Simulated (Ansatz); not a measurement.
## C3H10Si: structure from calculated spectroscopic constants

These gas-phase data were calculated for one isomer of C3H10Si at PBE0-D3(BJ)/pcseg-1 (harmonic, unscaled wavenumbers; equilibrium rotational constants with average atomic masses):

* rotational constants: 8.775, 3.414, 2.804 GHz
* all wavenumbers above 1500 cm⁻¹: 3166, 3163, 3143, 3136, 3105, 3063, 3055, 3053, 2225, 2218

Candidates:

(1) `CCC[SiH3]`, a singlet
(2) `C[SiH](C)C`, a singlet
(3) `CC[SiH2]C`, a singlet

Assign the data to one candidate and say why.

Candidate (3). 2 modes lie between 2000 and 2380 cm⁻¹, one for each Si–H bond, while (1) has 3, (2) has 1.

The same quantities for all candidates:

|  | rotational constants (GHz) | wavenumbers above 1500 cm⁻¹ | E above the lowest, PBE0-D3(BJ)/pcseg-1 (kcal/mol) |
| --- | --- | --- | --- |
| (1) | 20.22, 2.236, 2.144 | 3147, 3144, 3108, 3085, 3054, 3053, 3044, 2243, 2238, 2236 | 20.4 |
| (2) | 5.294, 5.294, 3.131 | 3161, 3161, 3161, 3157, 3156, 3156, 3059, 3058, 3058, 2208 | 0.0 |
| (3) | 8.775, 3.414, 2.804 | 3166, 3163, 3143, 3136, 3105, 3063, 3055, 3053, 2225, 2218 | 11.8 |

Harmonic stretches to hydrogen usually lie a few per cent above observed fundamentals. Each candidate is one conformer. Programs: Ansatz 0.2.0.
